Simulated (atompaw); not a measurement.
## What one change does to a pseudopotential (lead, PAW (atompaw))

atompaw 4.2.0.5 input, output lines left out:

```
Pb 82
LDA-PW scalarrelativistic loggrid 2001 logderivrange -4 5 226
6 6 5 4 0 0
6 1 1
0 0 0
c
c
c
c
c
v
c
c
c
c
v
c
c
v
c
2
2.30 2.20 2.20 1.25
y
-0.65
n
y
-0.25
n
y
-0.55
n
custom polynom2 7 10 vanderbiltortho sinc
bessel
2.30
2.30
2.30
2.30
2.30
2.30
```

Change: augmentation sinc compensation charge, radius 2.20 bohr; PAW radius 2.30 bohr; waves and projectors: custom polynom vanderbiltortho.

Cutoffs: the cutoffs (Ry, on a coarse ladder) from which the occupation-weighted sum of valence levels, in a spherical-Bessel basis at the reference potential, stays within 10 and 1 mRy of its value at 400 Ry; they do not see the model core or the augmentation charge, which bear on the density cutoff.

Task: What does the change do?

Result: The potential gets neither clearly harder nor softer (25 Ry and 70 Ry → 30 Ry and 45 Ry); a bound ghost appears in p, which as a rule spoils a file; the range in which the p phases agree widens (upper end 2.7 → at the end of the scan).

```csv
quantity,base,changed
"cutoff, loose",25 Ry,30 Ry
"cutoff, tight",70 Ry,45 Ry
loose cutoff by channel (10 mRy a level),"s 6 Ry, p 6 Ry, d 12 Ry","s 6 Ry, p 6 Ry, d 18 Ry"
bound ghosts,none,p
s: phases at 2.31 bohr within 0.05 rad from the reference energy up to (Ry; the scan ends near 5),3.6,3.6
p: phases at 2.31 bohr within 0.05 rad from the reference energy up to (Ry; the scan ends near 5),2.7,to the end of the scan
d: phases at 2.31 bohr within 0.05 rad from the reference energy up to (Ry; the scan ends near 5),1.2,1.7
lowest overlap eigenvalue by channel,"s 0.21, p 0.36, d 0.93","s 0.09, p 0.38, d 0.93"
```

 A true bound ghost makes a file unfit for plane-wave use even where its test errors are small: the radial tests pick states by their node count and pass the ghost by. The cutoffs see the waves, projectors and local potential, not the compensation charge or the core.
